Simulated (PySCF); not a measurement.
## Ionisation energy of Zn¹⁷⁺ by level of theory

Zn¹⁷⁺ [Ne] 3s2 3p1 (2P) → Zn¹⁸⁺ [Ne] 3s2 (1S), as a difference of total energies. All numbers are calculated (PySCF 2.14, the non-relativistic Hamiltonian (point nucleus), in an uncontracted even-tempered set (17 s from 1.2 bohr⁻², ratio 2.5; 11 p from 1.6 bohr⁻², ratio 2.5; 5 d from 7.8 bohr⁻², ratio 2.7; 4 f from 12 bohr⁻², ratio 2.7)). Correlated levels: outer shells: 1s2 frozen; virtual orbitals above 40 to 60 times the deepest correlated orbital energy dropped. The calculations carry no spin-orbit coupling.

```
                method  ionisation energy (eV)
                   UHF                  610.91
                   PBE                  612.52
                  PBE0                  612.39
                r2SCAN                  612.45
                B2PLYP                  612.28
    MP2 (outer shells)                  611.43
SCS-MP2 (outer shells)                  611.33
```

Estimate what LDA gives.

612.35 eV, closest to PBE0 among the rows shown.

Estimate what r2SCANh gives.

612.41 eV, closest to PBE0 among the rows shown.

A first-order spin-orbit estimate (lowest level to lowest level, LS coupling) adds 2.958 eV.

These non-relativistic numbers lack the scalar-relativistic shift.

For comparison: 613.3 ± 2.4 eV (semi-empirical (NIST evaluation); NIST Atomic Spectra Database, ionization energies).
